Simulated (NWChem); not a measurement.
Program: NWChem. System: C₂H₇AlO₂, charge 0, spin multiplicity 1, at a geometry optimised with PBE/def2-SVP. The structure started from a generated list of species. Level: M06-2X/def2-SVP.

NWChem printed:

```
             Northwest Computational Chemistry Package (NWChem) 7.3.0
             --------------------------------------------------------

                                NWChem Input Module
                                -------------------

 Scaling coordinates for geometry "geometry" by  1.889725989
 (inverse scale =  0.529177249)

                             Geometry "geometry" -> ""
                             -------------------------

 Output coordinates in angstroms (scale by  1.889725989 to convert to a.u.)

  No.       Tag          Charge          X              Y              Z
 ---- ---------------- ---------- -------------- -------------- --------------
    1 Al                  13.0000    -0.45273700     0.25527100     0.90542700
    2 H                    1.0000    -1.13535600     0.64124600     2.27149900
    3 O                    8.0000    -0.92767200     1.12068100    -0.48712600
    4 C                    6.0000    -0.71124500     1.24007400    -1.86256500
    5 H                    1.0000    -0.38083900     2.27213500    -2.12200800
    6 H                    1.0000     0.06150600     0.53647700    -2.25390800
    7 H                    1.0000    -1.65134600     1.04733800    -2.42893900
    8 O                    8.0000     0.70712600    -0.99665100     0.92706700
    9 C                    6.0000     1.58199100    -1.73086300     0.12193200
   10 H                    1.0000     1.55845200    -1.42796500    -0.95188700
   11 H                    1.0000     2.63291500    -1.61746400     0.47466000
   12 H                    1.0000     1.34013100    -2.81779600     0.16431400

 Effective nuclear repulsion energy (a.u.)     221.5785670705

            Nuclear Dipole moment (a.u.)
            ----------------------------
        X                 Y               Z
 ---------------- ---------------- ----------------
    -0.0000188973     0.0000000000     0.0000226767


 Summary of "ao basis" -> "" (spherical)
 ------------------------------------------------------------------------------
       Tag                 Description            Shells   Functions and Types
 ---------------- ------------------------------  ------  ---------------------
 *                          def2-svp                  on all atoms

                                 NWChem DFT Module
                                 -----------------

 Summary of "ao basis" -> "ao basis" (spherical)
 ------------------------------------------------------------------------------
       Tag                 Description            Shells   Functions and Types
 ---------------- ------------------------------  ------  ---------------------
 Al                         def2-svp                 8       18   4s3p1d
 H                          def2-svp                 3        5   2s1p
 O                          def2-svp                 6       14   3s2p1d
 C                          def2-svp                 6       14   3s2p1d

 Summary of "ao basis" -> "ao basis" (spherical)
 ------------------------------------------------------------------------------
       Tag                 Description            Shells   Functions and Types
 ---------------- ------------------------------  ------  ---------------------
 Al                         def2-svp                 8       18   4s3p1d
 H                          def2-svp                 3        5   2s1p
 O                          def2-svp                 6       14   3s2p1d
 C                          def2-svp                 6       14   3s2p1d

            General Information
            -------------------
          SCF calculation type: DFT
          Wavefunction type:  closed shell.
          No. of atoms     :    12
          No. of electrons :    48
           Alpha electrons :    24
            Beta electrons :    24
          Charge           :     0
          Spin multiplicity:     1
          Use of symmetry is: off; symmetry adaption is: off
          Maximum number of iterations: 100
          AO basis - number of functions:   109
                     number of shells:    53
          Convergence on energy requested:  1.00D-06
          Convergence on density requested:  1.00D-05
          Convergence on gradient requested:  5.00D-04
[...]
      Non-variational initial energy
      ------------------------------

 Total energy =    -471.854254
 1-e energy   =   -1087.028714
 2-e energy   =     393.595894
 HOMO         =      -0.384364
 LUMO         =      -0.006436

------------------------------------------------------------
EAF file 0: "./mol.aoints.0" size=524288 bytes
------------------------------------------------------------
               write      read    awrite     aread      wait
               -----      ----    ------     -----      ----
     calls:        1         0         0         0         0
   data(b): 5.24e+05  0.00e+00  0.00e+00  0.00e+00
   time(s): 0.00e+00  0.00e+00  0.00e+00  0.00e+00  0.00e+00
rate(mb/s): 0.00e+00  0.00e+00
------------------------------------------------------------

 Grid integrated density:      47.999990359641
 Requested integration accuracy:   0.10E-06

   convergence    iter        energy       DeltaE   RMS-Dens  Diis-err    time
 ---------------- ----- ----------------- --------- --------- ---------  ------
 d= 0,ls=0.0,diis     1   -472.8933728379 -6.94D+02  1.07D-02  8.77D-01     4.4
 Grid integrated density:      47.999981055451
 Requested integration accuracy:   0.10E-06
 d= 0,ls=0.0,diis     2   -472.8860904123  7.28D-03  5.13D-03  1.25D+00     6.4
 Grid integrated density:      47.999986236695
 Requested integration accuracy:   0.10E-06
 d= 0,ls=0.0,diis     3   -472.9998664500 -1.14D-01  5.95D-04  6.64D-03     8.5
 Grid integrated density:      47.999986060107
 Requested integration accuracy:   0.10E-06
 d= 0,ls=0.0,diis     4   -473.0005467296 -6.80D-04  2.13D-04  8.69D-04    10.9
 Grid integrated density:      47.999986135487
 Requested integration accuracy:   0.10E-06
 d= 0,ls=0.0,diis     5   -473.0006549072 -1.08D-04  4.88D-05  5.47D-05    13.7
 Grid integrated density:      47.999986127164
 Requested integration accuracy:   0.10E-06
  Resetting Diis
 d= 0,ls=0.0,diis     6   -473.0006625282 -7.62D-06  1.00D-05  7.08D-07    16.4
 Grid integrated density:      47.999986133343
 Requested integration accuracy:   0.10E-06
 d= 0,ls=0.0,diis     7   -473.0006626903 -1.62D-07  2.29D-06  3.60D-08    19.2

         Total DFT energy =     -473.000662690265
      One electron energy =    -1092.023850164027
           Coulomb energy =      446.657982019957
    Exchange-Corr. energy =      -49.213361616726
 Nuclear repulsion energy =      221.578567070531

 Numeric. integr. density =       47.999986133343

     Total iterative time =     18.8s

                       DFT Final Molecular Orbital Analysis
                       ------------------------------------

 Vector   22  Occ=2.000000D+00  E=-3.591318D-01
              MO Center=  7.1D-02, -4.6D-02, -1.4D-01, r^2= 5.0D+00
   Bfn.  Coefficient  Atom+Function         Bfn.  Coefficient  Atom+Function
  ----- ------------  ---------------      ----- ------------  ---------------
    70      0.248293   8 O  px               27      0.247030   3 O  px
    28      0.230647   3 O  py               71      0.230781   8 O  py
    73      0.197927   8 O  px               30      0.196885   3 O  px
    31      0.183837   3 O  py               74      0.183939   8 O  py
    62      0.162874   7 H  s               100     -0.161976  11 H  s

 Vector   23  Occ=2.000000D+00  E=-3.438726D-01
              MO Center=  9.6D-02, -5.4D-02, -2.0D-01, r^2= 4.4D+00
   Bfn.  Coefficient  Atom+Function         Bfn.  Coefficient  Atom+Function
  ----- ------------  ---------------      ----- ------------  ---------------
    72      0.326460   8 O  pz               28     -0.275379   3 O  py
    27      0.268510   3 O  px               75      0.258559   8 O  pz
    30      0.207060   3 O  px               31     -0.207496   3 O  py
    57     -0.185864   6 H  s                95      0.185695  10 H  s
    71     -0.184408   8 O  py               58     -0.135973   6 H  s

 Vector   24  Occ=2.000000D+00  E=-3.423868D-01
              MO Center=  6.2D-02, -3.2D-02, -1.3D-01, r^2= 4.8D+00
   Bfn.  Coefficient  Atom+Function         Bfn.  Coefficient  Atom+Function
  ----- ------------  ---------------      ----- ------------  ---------------
    70     -0.274163   8 O  px               27      0.269587   3 O  px
    28      0.258994   3 O  py               71     -0.251428   8 O  py
    73     -0.225310   8 O  px               30      0.221976   3 O  px
    31      0.212791   3 O  py               74     -0.207162   8 O  py
    52     -0.159362   5 H  s                62      0.159739   7 H  s

 Vector   25  Occ=0.000000D+00  E= 2.634645D-02
              MO Center= -4.7D-01,  2.6D-01,  9.3D-01, r^2= 4.4D+00
   Bfn.  Coefficient  Atom+Function         Bfn.  Coefficient  Atom+Function
  ----- ------------  ---------------      ----- ------------  ---------------
    11      0.616028   1 Al px               12      0.572595   1 Al py
     8      0.197223   1 Al px                9      0.183374   1 Al py
    30     -0.148290   3 O  px               73     -0.148504   8 O  px
    13      0.145654   1 Al pz               31     -0.138409   3 O  py
    74     -0.138170   8 O  py               63     -0.132571   7 H  s

 Vector   26  Occ=0.000000D+00  E= 3.713329D-02
              MO Center= -1.6D-01,  9.1D-02,  3.2D-01, r^2= 5.4D+00
   Bfn.  Coefficient  Atom+Function         Bfn.  Coefficient  Atom+Function
  ----- ------------  ---------------      ----- ------------  ---------------
     4      1.383514   1 Al s                20     -0.495126   2 H  s
    40     -0.496115   4 C  s                83     -0.496055   9 C  s
    26     -0.364946   3 O  s                69     -0.365234   8 O  s
    58      0.244369   6 H  s                96      0.244329  10 H  s
    13     -0.194802   1 Al pz               89      0.158939   9 C  pz

 Vector   27  Occ=0.000000D+00  E= 1.003784D-01
              MO Center=  4.4D-01, -2.4D-01, -8.7D-01, r^2= 7.9D+00
   Bfn.  Coefficient  Atom+Function         Bfn.  Coefficient  Atom+Function
  ----- ------------  ---------------      ----- ------------  ---------------
    40      1.402094   4 C  s                83      1.401407   9 C  s
    58     -0.952291   6 H  s                96     -0.952768  10 H  s
    20     -0.705648   2 H  s                 4      0.562459   1 Al s
    53     -0.497749   5 H  s                63     -0.495459   7 H  s
   101     -0.495229  11 H  s               106     -0.497054  12 H  s

 center of mass
 --------------
 x =  -0.05981893 y =   0.03369594 z =   0.11953968

 moments of inertia (a.u.)
 ------------------
         767.414322010972         314.494191945053         -96.952613000358
         314.494191945053         649.321341421204         195.227241552007
         -96.952613000358         195.227241552007         680.516823115284

     Multipole analysis of the density
     ---------------------------------

     L   x y z        total         alpha         beta         nuclear
     -   - - -        -----         -----         ----         -------
     0   0 0 0     -0.000000    -24.000000    -24.000000     48.000000

     1   1 0 0      0.353814      0.176917      0.176917     -0.000019
     1   0 1 0     -0.199924     -0.099962     -0.099962      0.000000
     1   0 0 1     -0.706516     -0.353269     -0.353269      0.000023

     2   2 0 0    -27.152291    -97.357945    -97.357945    167.563599
     2   1 1 0      1.494011     91.325033     91.325033   -181.156056
     2   1 0 1      0.292584    -26.144711    -26.144711     52.582007
     2   0 2 0    -27.401770   -130.826123   -130.826123    234.250476
     2   0 1 1      0.412811     55.322914     55.322914   -110.233017
     2   0 0 2    -28.549867   -125.221279   -125.221279    221.892691

 Task  times  cpu:       19.3s     wall:       19.3s

 Total times  cpu:       19.3s     wall:       19.3s
```

**Question.** Write an NWChem input that would produce this output.

**Answer.** One answer among several that fit: 
```
start mol
memory heap 200 mb stack 800 mb global 1000 mb
geometry units angstroms nocenter noautoz noautosym
  Al    -0.452737     0.255271     0.905427
  H     -1.135356     0.641246     2.271499
  O     -0.927672     1.120681    -0.487126
  C     -0.711245     1.240074    -1.862565
  H     -0.380839     2.272135    -2.122008
  H      0.061506     0.536477    -2.253908
  H     -1.651346     1.047338    -2.428939
  O      0.707126    -0.996651     0.927067
  C      1.581991    -1.730863     0.121932
  H      1.558452    -1.427965    -0.951887
  H      2.632915    -1.617464     0.474660
  H      1.340131    -2.817796     0.164314
end
basis spherical
  * library def2-svp
end
dft
  xc m06-2x
  semidirect memsize 60000000 filesize 0
  iterations 100
  grid fine
end
task dft energy
```
